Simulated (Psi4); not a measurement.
C3H10N, charge +1, singlet, geometry from GFN2-xTB; Psi4 with HF/STO-3G.

Here is a job for Psi4.
```
memory 2 GB

molecule {
1 1
C     1.21296475   -0.43505659    1.05745699
C     0.49340484    0.73006851    0.40560672
N    -0.22912828    0.30572748   -0.83364535
C    -1.42679703   -0.52369353   -0.58580884
H     1.90138003   -0.91149101    0.36319589
H     1.79585188   -0.06458150    1.89576360
H     0.52350240   -1.17871165    1.44533444
H     1.21504360    1.49985744    0.12601840
H    -0.23433377    1.16776361    1.09065133
H     0.42852521   -0.22443572   -1.42056931
H    -0.51217892    1.14132391   -1.35893829
H    -2.12795182    0.01940297    0.04481675
H    -1.91645003   -0.76834228   -1.52611082
H    -1.14692605   -1.44878838   -0.08817373
}

set {
  basis sto-3g
}

energy('scf')
print_variables()
```

The log (banner, timings and long lists left out):

```
   => Loading Basis Set <=

    Name: STO-3G
    Role: ORBITAL
    Keyword: BASIS

         ---------------------------------------------------------
                                   SCF
               by Justin Turney, Rob Parrish, Andy Simmonett
                          and Daniel G. A. Smith
                              RHF Reference
         ---------------------------------------------------------

  ==> Geometry <==

    Molecular point group: c1
    Full point group: C1

    Geometry (in Angstrom), charge = 1, multiplicity = 1:

       Center              X                  Y                   Z               Mass
    ------------   -----------------  -----------------  -----------------  -----------------
         C            1.211762087502    -0.447754927811     1.066945379434    12.000000000000
         C            0.492202177502     0.717370172189     0.415095109434    12.000000000000
         N           -0.230330942498     0.293029142189    -0.824156960566    14.003074004430
         C           -1.427999692498    -0.536391867811    -0.576320450566    12.000000000000
         H            1.900177367502    -0.924189347811     0.372684279434     1.007825032230
         H            1.794649217502    -0.077279837811     1.905251989434     1.007825032230
         H            0.522299737502    -1.191409987811     1.454822829434     1.007825032230
         H            1.213840937502     1.487159102189     0.135506789434     1.007825032230
         H           -0.235536432498     1.155065272189     1.100139719434     1.007825032230
         H            0.427322547502    -0.237134057811    -1.411080920566     1.007825032230
         H           -0.513381582498     1.128625572189    -1.349449900566     1.007825032230
         H           -2.129154482498     0.006704632189     0.054305139434     1.007825032230
         H           -1.917652692498    -0.781040617811    -1.516622430566     1.007825032230
         H           -1.148128712498    -1.461486717811    -0.078685340566     1.007825032230

  Running in c1 symmetry.

  Rotational constants: A =      0.46068  B =      0.16206  C =      0.14056 [cm^-1]
  Rotational constants: A =  13810.79663  B =   4858.48727  C =   4213.77754 [MHz]
  Nuclear repulsion =  143.761321968877695

  Charge       = 1
  Multiplicity = 1
  Electrons    = 34
  Nalpha       = 17
  Nbeta        = 17

  ==> Algorithm <==

  SCF Algorithm Type is DF.
  DIIS enabled.
  MOM disabled.
  Fractional occupation disabled.
  Guess Type is SAD.
  Energy threshold   = 1.00e-06
  Density threshold  = 1.00e-06
  Integral threshold = 1.00e-12

  ==> Primary Basis <==

  Basis Set: STO-3G
    Blend: STO-3G
    Number of shells: 22
    Number of basis functions: 30
    Number of Cartesian functions: 30
    Spherical Harmonics?: true
    Max angular momentum: 1

   => Loading Basis Set <=

    Name: (STO-3G AUX)
    Role: JKFIT
    Keyword: DF_BASIS_SCF

  ==> Integral Setup <==

  SCF_SUBTYPE=INCORE selected. In-core MEM_DF algorithm will be used.
  Using in-core AOs.

  ==> MemDFJK: Density-Fitted J/K Matrices <==

    J tasked:                   Yes
    K tasked:                   Yes
    wK tasked:                   No
    Algorithm:                 Core
    Schwarz Cutoff:           1E-12
    Mask sparsity (%):       0.6667
    Fitting Condition:        1E-10

   => Auxiliary Basis Set <=

  Basis Set: (STO-3G AUX)
    Blend: DEF2-UNIVERSAL-JKFIT
    Number of shells: 160
    Number of basis functions: 482
    Number of Cartesian functions: 560
    Spherical Harmonics?: true
    Max angular momentum: 4

  Minimum eigenvalue in the overlap matrix is 2.0518313817E-01.
  Reciprocal condition number of the overlap matrix is 7.8538320683E-02.
    Using symmetric orthogonalization.

  ==> Pre-Iterations <==

  SCF Guess: Superposition of Atomic Densities via on-the-fly atomic UHF (no occupation information).

   -------------------------
    Irrep   Nso     Nmo
   -------------------------
     A         30      30
   -------------------------
    Total      30      30
   -------------------------

  ==> Iterations <==

                           Total Energy        Delta E     RMS |[F,P]|

   @DF-RHF iter SAD:  -168.18289755987138   -1.68183e+02   0.00000e+00
   @DF-RHF iter   1:  -171.57225644536769   -3.38936e+00   1.02019e-02 ADIIS/DIIS
   @DF-RHF iter   2:  -171.62828946654923   -5.60330e-02   2.60323e-03 ADIIS/DIIS
   @DF-RHF iter   3:  -171.63214809044234   -3.85862e-03   4.86692e-04 ADIIS/DIIS
   @DF-RHF iter   4:  -171.63234720337601   -1.99113e-04   1.00506e-04 ADIIS/DIIS
   @DF-RHF iter   5:  -171.63235539851419   -8.19514e-06   1.83154e-05 DIIS
   @DF-RHF iter   6:  -171.63235575222888   -3.53715e-07   2.88832e-06 DIIS
   @DF-RHF iter   7:  -171.63235576123873   -9.00985e-09   5.46135e-07 DIIS
  Energy and wave function converged.

  ==> Post-Iterations <==

    Orbital Energies [Eh]
    ---------------------

    Doubly Occupied:

[...]
    Virtual:

[...]
      30A      0.597800

    Final Occupation by Irrep:
              A
    DOCC [    17 ]
    NA   [    17 ]
    NB   [    17 ]

  @DF-RHF Final Energy:  -171.63235576123873

   => Energetics <=

    Nuclear Repulsion Energy =            143.7613219688776951
    One-Electron Energy =                -507.4133483712454904
    Two-Electron Energy =                 192.0196706411290961
    Total Energy =                       -171.6323557612387276

Computation Completed

Properties will be evaluated at   0.000000,   0.000000,   0.000000 [a0]

Properties computed using the SCF density matrix

 Multipole Moments:

 ------------------------------------------------------------------------------------
     Multipole            Electronic (a.u.)      Nuclear  (a.u.)        Total (a.u.)
 ------------------------------------------------------------------------------------

 L = 1.  Multiply by 2.5417464519 to convert [e a0] to [Debye]
 Dipole X            :         -0.3013264           -0.0795447           -0.3808711
 Dipole Y            :          1.2352098           -0.8398732            0.3953366
 Dipole Z            :         -1.7442677            0.6275661           -1.1167016
 Magnitude           :                                                    1.2443377

 ------------------------------------------------------------------------------------

  Variable Map:
  ----------------------------------------------------------------------------
[...]
  Array Variable Map:
  ----------------------------------------------------------------------------
[...]
[...]
```
